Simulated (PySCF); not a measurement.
## Electronic structure of Ar²⁺ (argon, charge +2) at the UHF level

Configuration: [Ne] 3s2 3p4, high-spin 3P determinant. All numbers are calculated (PySCF 2.14, the non-relativistic Hamiltonian (point nucleus), in def2-SVP (4s3p1d, 18 functions)).

```
Total energy                                                  : -525.106408 hartree
One-electron energy                                           : -709.1075 hartree
Hartree (Coulomb) energy                                      : 213.4354 hartree
Exchange energy                                               : -29.4343 hartree
Kinetic energy                                                : 525.01841 hartree
⟨S²⟩                                                          : 2.0059
⟨L²⟩                                                          : 2.017
Sum of ⟨r⟩                                                    : 11.94 bohr
Sum of ⟨r²⟩                                                   : 16.31 bohr²
Traceless quadrupole moment −½Σ⟨3z² − r²⟩ along its main axis : -1.14 e·bohr²
Density at the nucleus (Gaussians lack the cusp)              : 3480 bohr⁻³
Spin density at the nucleus                                   : 0.351 bohr⁻³
Langevin diamagnetic susceptibility                           : -12.9 ×10⁻⁶ cm³/mol
Time after the integrals                                      : 0.05 s of wall time on 1 thread of Neoverse-V1 (shared host)
```

```json
{"shell": "1s α", "electrons": "1", "mean orbital energy (eV)": "-3257.8", "spread (eV)": "0", "rms radius, mean of both spins (bohr)": "0.0999"}
{"shell": "1s β", "electrons": "1", "mean orbital energy (eV)": "-3257.0", "spread (eV)": "0", "rms radius, mean of both spins (bohr)": "0.0999"}
{"shell": "2s α", "electrons": "1", "mean orbital energy (eV)": "-365.98", "spread (eV)": "0", "rms radius, mean of both spins (bohr)": "0.448"}
{"shell": "2s β", "electrons": "1", "mean orbital energy (eV)": "-365.15", "spread (eV)": "0", "rms radius, mean of both spins (bohr)": "0.448"}
{"shell": "2p α", "electrons": "3", "mean orbital energy (eV)": "-291.59", "spread (eV)": "0.947", "rms radius, mean of both spins (bohr)": "0.417"}
{"shell": "2p β", "electrons": "3", "mean orbital energy (eV)": "-290.10", "spread (eV)": "0.648", "rms radius, mean of both spins (bohr)": "0.417"}
{"shell": "3s α", "electrons": "1", "mean orbital energy (eV)": "-63.767", "spread (eV)": "0", "rms radius, mean of both spins (bohr)": "1.44"}
{"shell": "3s β", "electrons": "1", "mean orbital energy (eV)": "-55.925", "spread (eV)": "0", "rms radius, mean of both spins (bohr)": "1.44"}
{"shell": "3p α", "electrons": "3", "mean orbital energy (eV)": "-43.628", "spread (eV)": "2.420", "rms radius, mean of both spins (bohr)": "1.63"}
{"shell": "3p β", "electrons": "1", "mean orbital energy (eV)": "-40.402", "spread (eV)": "0", "rms radius, mean of both spins (bohr)": "1.63"}
```
